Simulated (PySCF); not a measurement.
Isomers of C11H14. Level of theory: PBE0-D3(BJ)/def2-SVP geometry optimisation, gas phase (PySCF 2.14.0). One conformer each; no zero-point energy, no entropy. No frequencies were run at this level. Point groups hold within 0.08 Å.

Question: Order them by energy at this level, lowest first, and give relative energies in kcal/mol.
A. `[CH3:1][CH2:2][CH2:3]/[CH:4]=[CH:5]\[c:6]1[cH:7][cH:8][cH:9][cH:10][cH:11]1` with C1–C2–C3–C4 180°, C2–C3–C4–C5 -139°, C4–C5–C6–C7 145°
B. `[CH2:1]=[CH:2][c:3]1[cH:4][cH:5][c:6]([CH:7]([CH3:8])[CH3:9])[cH:10][cH:11]1` with C1–C2–C3–C4 -2°, C5–C6–C7–C8 -65° (4-isopropyl styrene)
C. `[CH2:1]=[C:2]([CH2:3][CH2:4][CH3:5])[c:6]1[cH:7][cH:8][cH:9][cH:10][cH:11]1` with C1–C2–C3–C4 117°, C2–C3–C4–C5 179°, C1–C2–C6–C7 -36° (2-phenyl-1-pentene)
D. `[CH3:1][CH:2]([CH3:3])[c:4]1[cH:5][cH:6][c:7]2[c:8]([cH:9]1)[CH2:10][CH2:11]2` with C1–C2–C4–C5 120°
E. `[cH:1]1[cH:2][cH:3][c:4]([CH:5]2[CH2:6][CH2:7][CH2:8][CH2:9]2)[cH:10][cH:11]1` with C3–C4–C5–C6 129°, C4–C5–C6–C7 120°, C5–C6–C7–C8 29°, C6–C7–C8–C9 -42°, C7–C8–C9–C5 39°

Answer: E (0.0), B (15.4), C (16.4), A (17.2), D (22.1).

As drawn, the highest has a four-membered ring, which the lowest lacks. Neighbours under 2.5 kcal/mol apart (C=Cc1ccc(C(C)C)cc1 and C=C(CCC)c1ccccc1; C=C(CCC)c1ccccc1 and CCC/C=C\c1ccccc1) can change places with a better method, another conformer or zero-point energy.

```tsv
SMILES	E (Eh)	E rel (kcal/mol)	dipole (D)	point group	A, B, C (MHz)
c1ccc(C2CCCC2)cc1	-426.81550	0.0	0.50	C1	2845, 644.2, 602.5
C=Cc1ccc(C(C)C)cc1	-426.79103	15.4	0.65	near Cs	2966, 551.1, 516.4
C=C(CCC)c1ccccc1	-426.78940	16.4	0.41	C1	1822, 691.3, 570.4
CCC/C=C\c1ccccc1	-426.78816	17.2	0.43	C1	2294, 515.2, 458.1
CC(C)c1ccc2c(c1)CC2	-426.78032	22.1	0.23	near Cs	2465, 677.1, 604.4
```

As an exercise, what shares would exp(−E/RT) give at 2000 K from these electronic energies alone (no entropy, no degeneracies)?

RT = 3.974 kcal/mol: c1ccc(C2CCCC2)cc1 94.8 %, C=Cc1ccc(C(C)C)cc1 2.0 %, C=C(CCC)c1ccccc1 1.5 %, CCC/C=C\c1ccccc1 1.3 %, CC(C)c1ccc2c(c1)CC2 0.4 %.
